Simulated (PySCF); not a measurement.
CH₆OSeSi.
Z-matrix (Å and degrees, PBE0-D3(BJ)/def2-SVP geometry), rows numbered from 1:
```
C 
O   1  1.4014
Si  2  1.6592  1  124.99
Se  3  2.2646  2  109.87  1   160.58
H   1  1.1047  2  111.51  3    83.44
H   1  1.1063  2  112.37  3   -37.96
H   1  1.1006  2  108.85  3  -157.54
H   3  1.4927  2  112.59  1   -83.79
H   3  1.4957  2  108.15  1    38.16
H   4  1.4715  3   93.02  2   -64.13
```

Computed with MP2 and CCSD/aug-cc-pVDZ in PySCF, restricted Hartree–Fock reference, frozen core, non-relativistic, gas phase, PBE0-D3(BJ)/def2-SVP geometry.

E(HF) = -2805.03575 Eh.

Task: How large is the problem?

Result: 163 basis functions and 68 electrons; 16 orbitals frozen, which leaves o = 18 correlated occupied and v = 129 virtual orbitals. That is o·v = 2322 singles and o·v(o·v + 1)/2 = 2697003 distinct closed-shell doubles amplitudes before symmetry; the costliest CCSD step grows as o²v⁴ = 9.0 × 10^10.

Task: What are the MP2 and CCSD correlation energies?

Result: MP2 -0.5981 Eh and CCSD -0.6477 Eh, which gives totals of -2805.63383 and -2805.68343 Eh. That is 0.490 eV for each correlated electron at CCSD (1700 kJ/mol in all, 0.023 % of the total energy); MP2 gives 92.3 % of the CCSD value.

Task: What is the T1 diagnostic?

Result: 0.0108, below the customary warning level of 0.02. It is the norm of the spatial-orbital singles amplitudes over the root of the number of correlated electrons, so the norm is 0.065.

Task: How does correlation change the dipole moment?

Result: HF gives 2.13 D and CCSD (unrelaxed density) 1.82 D, a change of -0.31 D.

Connected triples and the basis-set limit are missing.

One conformer stands for the species.
